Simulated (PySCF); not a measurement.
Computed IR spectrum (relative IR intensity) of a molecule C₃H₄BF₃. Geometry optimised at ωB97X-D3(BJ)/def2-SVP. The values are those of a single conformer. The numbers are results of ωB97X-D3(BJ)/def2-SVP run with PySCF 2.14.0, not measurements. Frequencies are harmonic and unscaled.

```json
[
 {"ν (cm⁻¹)": "370", "relative intensity": "2.2"},
 {"ν (cm⁻¹)": "478", "relative intensity": "7.1"},
 {"ν (cm⁻¹)": "612", "relative intensity": "3.2"},
 {"ν (cm⁻¹)": "712", "relative intensity": "33"},
 {"ν (cm⁻¹)": "939", "relative intensity": "3.5"},
 {"ν (cm⁻¹)": "1168", "relative intensity": "19"},
 {"ν (cm⁻¹)": "1208", "relative intensity": "83"},
 {"ν (cm⁻¹)": "1328", "relative intensity": "45"},
 {"ν (cm⁻¹)": "1409", "relative intensity": "71"},
 {"ν (cm⁻¹)": "1419", "relative intensity": "28"},
 {"ν (cm⁻¹)": "1464", "relative intensity": "100"},
 {"ν (cm⁻¹)": "1482", "relative intensity": "45"},
 {"ν (cm⁻¹)": "1768", "relative intensity": "91"},
 {"ν (cm⁻¹)": "3067", "relative intensity": "8.2"},
 {"ν (cm⁻¹)": "3155", "relative intensity": "3.8"},
 {"ν (cm⁻¹)": "3164", "relative intensity": "5.3"},
 {"ν (cm⁻¹)": "3200", "relative intensity": "4.7"}
]
```

### Question
Which structure fits?
A. FB1[C@@H](F)C[C@@H]1F
B. CB(F)/C(F)=C\F
C. C/C(=C/F)B(F)F
D. C/C(F)=C\B(F)F

### Answer
C, C/C(=C/F)B(F)F
